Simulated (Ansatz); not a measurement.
Species: C₂H₄B₂, SMILES `BC#CB` (charge 0, multiplicity 1), formula C₂H₄B₂.

**Question.** How many basis functions does frozen-core CCSD(T)/cc-pVTZ // CAM-B3LYP-D3(BJ)/def2-TZVP in Ansatz (a quantum-chemistry and plane-wave program) use, how many core orbitals are frozen, and how many electrons are correlated?

**Answer.** 176 basis functions and 4 frozen orbitals, which leaves 18 correlated electrons. Core time is of the order of seconds.
